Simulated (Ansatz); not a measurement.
A made-up structure of B2H3OF, closed shell:

```csv
atom,x (Å),y (Å),z (Å)
B1,-0.7368,1.0233,0.4845
O2,0.0079,0.0191,0.0133
B3,0.7503,-0.9778,-0.4630
F4,0.1445,-2.0500,-0.9509
H5,-1.0406,1.0154,1.6425
H6,0.3493,-1.0741,0.6105
H7,1.9417,-0.9232,-0.4576
```

It is relaxed with PBE-D4/def2-SVP and then PBE0-D4/def2-TZVP (Ansatz 0.2.0). Atoms count as bonded within 1.22 times the sum of their covalent radii (H–H: 0.88 Å). The end point is not checked to be a true minimum.

(1) Does its bonding change? (Judge from chemistry; the calculation decides.)

## Answers

(1) The calculation gives: Yes. Formed: none; broken: O2–B3.

Where it ends: The first stage lowers the energy by 4.00 eV in 14 steps. It ends as a complex of BH₂F ([BH2][F]) + BHO ([BH][O]):
```xyz
7
angstrom
B -0.8165 1.0535 0.8424
O 0.0255 0.2297 0.6196
B 0.9641 -1.4631 -0.3495
F -0.0162 -1.7213 -1.2166
H -1.6346 1.8623 1.0666
H 0.9999 -2.1121 0.6570
H 1.8941 -0.8162 -0.7401
```

Labels in which every atom is bracketed show which atoms are joined, not bond orders.

For scale, one of the runs: PBE0-D4/def2-TZVP relaxation, 142 basis functions, launched by `ansatz run in.yaml --threads 2 --pin off --events-out ev --progress --plain --max-ram 4352MiB`. The run took about 24 s on 2 CPU threads of an AMD EPYC 9R45 (shared host).
